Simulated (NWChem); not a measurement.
CH4FNOTi; SMILES C[N]=[Ti]([OH])[F]

```xyz
9

Ti    -0.0244     0.4509    -0.0437
N     -0.0791    -1.2267    -0.0204
C      0.1284    -2.6425     0.0269
H     -0.7240    -3.1612     0.4905
H      0.2447    -3.0483    -0.9892
H      1.0352    -2.9063     0.5920
F      1.5654     1.2785     0.0300
O     -1.6150     1.3373     0.0228
H     -2.5230     1.0085     0.0649
```
Atoms are numbered in this order, from 1.

All runs use the structure optimised with B3LYP/6-31G* (spherical d). No frequency run checked for a minimum.

Give the principal values of the shielding tensors (ppm) of Ti1, N2, C3, F7, O8 from PBE/pcSseg-1, GIAO (NWChem), with their diamagnetic and paramagnetic parts as GIAO splits them.


```json
[
 {"atom": "Ti1", "σ11": "-1238.4", "σ22": "-878.2", "σ33": "211.3", "isotropic": "-635.1", "diamagnetic": "1610.3", "paramagnetic": "-2245.4"},
 {"atom": "N2", "σ11": "-500.8", "σ22": "-186.8", "σ33": "183.9", "isotropic": "-167.9", "diamagnetic": "327.2", "paramagnetic": "-495.1"},
 {"atom": "C3", "σ11": "75.7", "σ22": "97.0", "σ33": "181.3", "isotropic": "118.0", "diamagnetic": "248.0", "paramagnetic": "-130.0"},
 {"atom": "F7", "σ11": "-596.9", "σ22": "-2.1", "σ33": "204.4", "isotropic": "-131.6", "diamagnetic": "479.3", "paramagnetic": "-610.9"},
 {"atom": "O8", "σ11": "-529.1", "σ22": "180.5", "σ33": "238.9", "isotropic": "-36.6", "diamagnetic": "393.7", "paramagnetic": "-430.2"}
]
```
